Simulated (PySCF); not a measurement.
## Polarisability and C₆ of Sc²⁺ (scandium, charge +2)

[Ar] 3d1, 2D determinant. Computed with PySCF 2.14 in aug-cc-pVTZ with one added diffuse shell each of s, p, d, f, g type (9s8p6d4f3g, 118 functions), with the non-relativistic Hamiltonian (point nucleus). Coupled (time-dependent) response in atomic units; α is the mean over directions.

| method | mean α (bohr³) | α xx, yy, zz | C₆ (like pair) | S(−4) |
| --- | --- | --- | --- | --- |
| r2SCAN0 | 4.702 | 5.493, 5.493, 3.119 | 14.05 | 20.39 |

S(−4) is the Cauchy moment in α(ω) = α(0) + S(−4) ω² + …

α(iu) at r2SCAN0:

```csv
u (hartree),α(iu) (bohr³)
0,4.702
0.0500,4.652
0.100,4.518
0.200,4.125
0.300,3.730
0.500,3.109
0.750,2.546
1.00,2.108
1.50,1.474
2.00,1.060
3.00,0.6015
5.00,0.2602
```

For an ion, C₆ is the dispersion term alone; charge-induced terms of lower order in 1/R come first.

The components differ because the open shell of this determinant is not spherical; for a pure term their mean is the scalar polarisability.
